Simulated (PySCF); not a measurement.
Computed shifts of a molecule C₃H₄BNO₂, PBE/pcSseg-1 run with PySCF, GIAO, gas phase, equivalent atoms averaged, in ppm (number of nuclei): ¹³C: 203.2 (1), 196.2 (1), 23.0 (1). ¹⁵N: 502.6 (1). ¹H: 9.65 (1), 5.89 (1), 1.83 (2). References: ¹⁷O against H2O (σ = 334.3 ppm); ¹³C against TMS (σ = 182.0 ppm); ¹¹B against BF3 (σ = 83.9 ppm); ¹⁵N against NH3 (σ = 267.0 ppm); ¹H against TMS (σ = 31.49 ppm), references at their B3LYP-D3(BJ)/def2-TZVP geometries, non-relativistic. The structure is a stationary point at PBE0-D3(BJ)/def2-SVP. One conformer was computed; it need not be the lowest.

Question: Identify the compound among the candidates.
(A) CB1N=COC1=O
(B) O=C1CB(O)C=N1
(C) CB1N=CC(=O)O1
(D) C#CC1OB(N)O1

Answer: B, O=C1CB(O)C=N1
